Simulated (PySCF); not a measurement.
## Vibration and rotation of BiH

PBE0 constants of BiH, ³Σ⁻ (triplet), unpaired electrons π ↑↑ (Bi cc-pVTZ-PP with ECP60, H cc-pVTZ; scalar-relativistic core potentials (PySCF 2.14); masses 208.9804 and 1.0078 u):

| Quantity | Value |
| --- | --- |
| ωe | 1810.0 cm⁻¹ |
| ωexe | 26.6 cm⁻¹ |
| Be | 5.1925 cm⁻¹ |
| αe | 0.125 cm⁻¹ |
| De to Bi + H | 2.36 eV |

(1) What force constant and bond length do these constants imply?

(2) Estimate the centrifugal constant D from the Kratzer relation and find the Dunham coefficient a1.

These are scalar-relativistic numbers at best; spin–orbit coupling would shift them, the dissociation energy most. The state was picked by a PBE0 search and need not be the measured ground state.

Results:

(1) Reduced mass μred = 1.0030 u; k = 5.8918×10⁻⁷·μred·ωe² (u, cm⁻¹, mdyn/Å) = 1.94 mdyn/Å; Re = √(16.8576/(μred·Be)) (u, cm⁻¹, Å) = 1.799 Å.

(2) D = 4Be³/ωe² = 0.000171 cm⁻¹; a1 = −1 − αeωe/(6Be²) = -2.40.
